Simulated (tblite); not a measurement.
Species: C6H9FO2.
SMILES with atom numbers: `[CH3:1][O:2][C@H:3]1[CH2:4][C@H:5]([C:6](=[O:7])[F:8])[CH2:9]1` (hydrogens: H10, H11, H12 on C1; H13 on C3; H14, H15 on C4; H16 on C5; H17, H18 on C9)

Cartesian coordinates in Å at the GFN2-xTB level; atoms count from 1:
```xyz
18
C6H9FO2 angstrom
C      2.7554    0.3802   -0.5348
O      1.7612   -0.2150    0.2640
C      0.5301   -0.3548   -0.3867
C     -0.5367   -0.9996    0.5101
C     -1.4992    0.1737    0.1917
C     -2.5840   -0.2474   -0.7334
O     -2.6741   -0.1498   -1.9056
F     -3.5888   -0.8668   -0.0398
C     -0.3475    0.9155   -0.5039
H      2.9437   -0.2144   -1.4369
H      3.6579    0.4174    0.0715
H      2.4747    1.3960   -0.8350
H      0.6595   -0.8666   -1.3503
H     -0.8754   -1.9908    0.2196
H     -0.2210   -1.0105    1.5496
H     -1.9395    0.6497    1.0684
H      0.0423    1.7386    0.0898
H     -0.5673    1.2511   -1.5148
```

Computed values, GFN2-xTB/tblite, gas phase, harmonic and unscaled. This tight-binding method is rough: wavenumbers can miss measured ones by several per cent, in bad cases by 10 to 20. One conformer, not necessarily the lowest.

Harmonic wavenumbers (cm⁻¹): 34.0, 38.7, 104.4, 140.9, 185.4, 232.5, 260.5, 378.5, 447.0, 467.2, 580.5, 649.0, 726.3, 801.4, 851.1, 903.4, 976.5, 989.7, 1018.8, 1048.5, 1063.7, 1079.6, 1095.1, 1131.3, 1135.0, 1139.3, 1180.6, 1201.0, 1229.8, 1239.9, 1245.7, 1298.2, 1324.2, 1404.9, 1440.4, 1453.5, 1468.3, 1488.3, 1867.0, 2871.0, 2906.8, 2930.2, 2980.4, 3023.4, 3025.1, 3031.0, 3032.4, 3042.5.

A = 4553, B = 814.8, C = 754.3 MHz; mass 132.059 u (most abundant isotopes); point group C1, symmetry number 1.

Task: Zero-point energy?

Result: Half the sum of the wavenumbers: 31081 cm⁻¹ = 371.82 kJ/mol.

Task: Give the ideal-gas entropy at 500 K and 1 bar in the rigid-rotor, harmonic-oscillator model (classical rotation).

Result: Translation 180.50, rotation 128.33, vibration 194.65: S = 503.5 J/(mol K).

Task: And Cp and H(500 K) − H(0)?

Result: Cp = 222.22 J/(mol K), of which vibrations give 188.96 (their classical limit is 48 R = 399.1); H(500 K) − H(0) = 64.52 kJ/mol without the zero-point energy, 47.89 from vibrations.

Task: How do the functions run with temperature in this model?

Result: 
```
 T (K)  S (J/(mol K))  Cp (J/(mol K))  H − H(0) (kJ/mol)  G − H(0) (kJ/mol)  ln q(vib)
    50          251.8            56.9               2.25             -10.34       0.94
   100          297.3            75.9               5.59             -24.14       2.33
298.15          409.4           145.2              27.12             -94.95       7.23
373.15          445.3           175.9              39.17            -127.01       8.96
   750          606.8           286.6             128.77            -326.34      17.57
  1000          695.2           327.3             205.86            -489.39      22.94
```

q(vib) and H(0) count from the zero-point level.

Task: Blend soft modes into free rotors: weight 1/[1 + (100 cm⁻¹/ν̃)⁴] for the oscillator and the rest for a rotor with moment μB/(μ + B), μ = h/(8π²ν), B = 10⁻⁴⁴ kg m². What vibrational entropy results?

Result: 174.48 J/(mol K) in place of 194.65, which changes −T·S at 500 K by +10.09 kJ/mol.

Task: What must be added to the electronic energy to get the Gibbs energy at 500 K and 1 bar?

Result: ZPE + [H(500 K) − H(0)] − T·S = 371.82 + 64.52 − 251.75 = 184.59 kJ/mol.

Task: Which modes carry the vibrational entropy at 500 K?

Result: 34.0 cm⁻¹: 27.64; 38.7 cm⁻¹: 26.57; 104.4 cm⁻¹: 18.34; 140.9 cm⁻¹: 15.88; 185.4 cm⁻¹: 13.64; 232.5 cm⁻¹: 11.81 J/(mol K); the other 42 give 80.77 together.

Hindered rotation and anharmonicity are outside this model. Other conformers, if any are populated, would add a mixing term that is left out. The structure is chiral; the term R ln 2 for an equal mix with its mirror image is left out.
